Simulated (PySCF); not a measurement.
Al(Cl)(Me)(OSiH3) (CH₆AlClOSi), SMILES [CH3][Al]([Cl])[O][SiH3].

Geometry: B3LYP-D3(BJ)/def2-SVP. The structure was generated by enumeration; whether it is a known compound was not checked. One conformer was computed; it need not be the lowest.

Level of theory: PBE0/def2-TZVP (PySCF).

Symmetry labels are those of the subgroup Cs that the program uses (full group Cs).

**Question.** List the valence orbital energies around the gap with their symmetry. (The exact figures need the calculation; the answer reports its results.)

**Answer.** 
| orbital | symmetry | energy (eV) |
|---|---|---|
| HOMO−7 | A' | -11.00 |
| HOMO−6 | A" | -10.88 |
| HOMO−5 | A' | -10.81 |
| HOMO−4 | A' | -9.45 |
| HOMO−3 | A" | -9.36 |
| HOMO−2 | A" | -8.85 |
| HOMO−1 | A' | -8.83 |
| HOMO | A' | -8.66 |
| LUMO | A' | -0.54 |
| LUMO+1 | A" | -0.40 |
| LUMO+2 | A' | 0.79 |
| LUMO+3 | A' | 1.73 |
